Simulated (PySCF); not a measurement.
Broadened absorption spectrum of C8H14OS

Compound: C8H14OS.
Numbering: `[CH3:1][S@@:2](=[O:3])[C@:4]12[CH2:5][CH2:6][C@@:7]1([CH3:8])[CH2:9][CH2:10]2` (hydrogens: H11, H12, H13 on C1; H14, H15 on C5; H16, H17 on C6; H18, H19, H20 on C8; H21, H22 on C9; H23, H24 on C10)

Geometry (PBE0-D3(BJ)/def2-SVP, Å), atoms numbered from 1 in this order:
```xyz
24
C8H14OS angstrom
C      2.1402   -0.9953   -0.5512
S      0.7992   -1.4404    0.5883
O      1.1186   -0.7560    1.8941
C     -0.4881   -0.4343   -0.1916
C     -0.3726    1.0741    0.0432
C     -1.8134    1.0964    0.6021
C     -1.9205   -0.4373    0.4433
C     -2.2682   -1.2475    1.6643
C     -2.4884   -0.8817   -0.9257
C     -1.0631   -0.9243   -1.5260
H      1.9261   -1.3750   -1.5606
H      3.0518   -1.4640   -0.1564
H      2.2548    0.0978   -0.5495
H      0.3749    1.2821    0.8240
H     -0.1636    1.6823   -0.8495
H     -1.8685    1.4283    1.6488
H     -2.5475    1.6688    0.0149
H     -2.1714   -2.3271    1.4667
H     -3.3075   -1.0537    1.9766
H     -1.5944   -0.9970    2.4971
H     -2.9776   -1.8663   -0.8932
H     -3.1825   -0.1676   -1.3936
H     -0.8619   -0.2657   -2.3842
H     -0.7381   -1.9431   -1.7905
```

Method: TDDFT CAM-B3LYP/def2-SVPD, vertical, gas phase, core orbitals frozen in the response (PySCF).

Computed states:

```json
{"state": "S1", "E (eV)": "5.97", "f": "0.0062"}
{"state": "S2", "E (eV)": "6.10", "f": "0.062"}
{"state": "S3", "E (eV)": "6.59", "f": "0.031"}
{"state": "S4", "E (eV)": "6.81", "f": "0.0013"}
{"state": "S5", "E (eV)": "7.02", "f": "0.031"}
{"state": "S6", "E (eV)": "7.17", "f": "0.017"}
{"state": "S7", "E (eV)": "7.35", "f": "0.0058"}
{"state": "S8", "E (eV)": "7.45", "f": "0.015"}
{"state": "S9", "E (eV)": "7.50", "f": "0.015"}
{"state": "S10", "E (eV)": "7.62", "f": "0.019"}
```

Broadening: Gaussians 0.4 eV wide at half height, area fixed by f = 4.319×10⁻⁹ ∫ε dν̃. The cross-section is σ = 3.8235×10⁻²¹ ε cm², given in Mb (10⁻¹⁸ cm²). The width is an assumption, not a result. The curve ends short of the highest state used, and states not computed would add to its high-energy end.

(1) Give the broadened spectrum and its maxima.

(2) Coming from long wavelengths, where does ε first pass 100 L mol⁻¹ cm⁻¹?

(3) On this curve, what absorbance would a 10⁻⁵ mol/L sample give at 222 nm over a 1 cm path?

## Answers

(1) 
E (eV), σ (Mb) and a bar:
```
     5.37       0.00 
     5.43       0.02 
     5.49       0.05 
     5.54       0.13 
     5.60       0.34 #
     5.66       0.83 #
     5.71       1.59 ###
     5.77       3.15 #####
     5.83       5.56 ##########
     5.88       8.19 ##############
     5.94      11.75 ####################
     6.00      15.00 ##########################
     6.05      16.82 #############################
     6.11      17.36 ##############################
     6.17      16.03 ############################
     6.22      13.92 ########################
     6.28      11.07 ###################
     6.34       8.81 ###############
     6.39       7.80 #############
     6.45       7.62 #############
     6.51       8.11 ##############
     6.56       8.55 ###############
     6.62       8.73 ###############
     6.68       8.46 ###############
     6.73       8.12 ##############
     6.79       7.99 ##############
     6.85       8.49 ###############
     6.90       9.39 ################
     6.96      10.75 ###################
     7.02      11.96 #####################
```

Maxima: 203 nm (6.10 eV), ε about 4600, made up of S2 (92%); 188 nm (6.61 eV), ε about 2300, made up of S3 (91%) (ε in L mol⁻¹ cm⁻¹; maxima over ε = 5, shares over 10%). At its high-energy end, 7.02 eV, the curve is still rising (ε about 3100, from S5 and S6).

(2) At about 221 nm (5.61 eV), 0.37 eV below S1.

(3) 222 nm is 5.585 eV, where ε is about 71 L mol⁻¹ cm⁻¹, so A = ε c l ≈ 0.00071 (Beer–Lambert, with the gas-phase spectrum and the assumed width).

All these states lie below the vertical ionisation energy of 8.54 eV (ΔSCF).

One conformer stands for the species.
